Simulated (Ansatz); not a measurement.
```xyz
2

Si   -0.1392   -0.1139   -0.5608
O    -0.0660    0.0574    1.0870
```

Basis set: STO-3G (spherical functions). Left uncorrelated: 6 orbitals. Charge 0, multiplicity 1.

Computed with Ansatz (development build ahead of 0.2.0); each method stands on the lowest determinant of its kind that the runs found. Restricted open shells among the atoms or ions are ROHF, correlated in semicanonical orbitals with singles.

The atomization energy at this shape (free ground-state atoms in the same class of orbitals less the molecule, no zero-point energy) of singlet SiO:

```csv
method,atomization energy
RHF-MP2,6.94 eV
```

Problem. What does RHF give?

Solution. 2.48 eV. Caution: the shape is not the minimum.

This basis has no polarisation functions and is too small for such energies, which can lie far from measured ones in either direction.
